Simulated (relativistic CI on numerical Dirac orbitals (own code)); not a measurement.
A reference radial Dirac CI calculation of Ti²⁰⁺ gave the lowest total energy -473.09298 Ha in 21 SCF steps, from this input:

```
atom Ti  Z=22  charge=20  electrons=2
nucleus A=48  rms_radius_fm=3.5921
hamiltonian dirac-coulomb  breit=on  qed=on  c_scale=1
orbitals kli  potential=per-configuration
slater_scale 1
correlation none
mixing on
grid step=0.0125 r_max=5.3
scf mixing=0.4 start=green max_iterations=150 tolerance=2e-08 node_fill=0.05
configurations
  1s2
  1s 2s
  1s 2p
end
```

One setting was then changed, and the output read:

```
SCF 1: 1s2
 iter      energy (Ha)   residual   last orbital (Ha)
    1      -473.269332   7.68e-01   -242.41386
    2      -473.346050   4.61e-01   -237.33413
error: SCF of 1s2 did not converge
end: not converged
```

Which setting was changed?
A. configuration list
B. iteration limit
C. QED terms
D. speed of light

B. The iteration limit 2. This setting is bad on purpose; its numbers may not be properties of the ion.
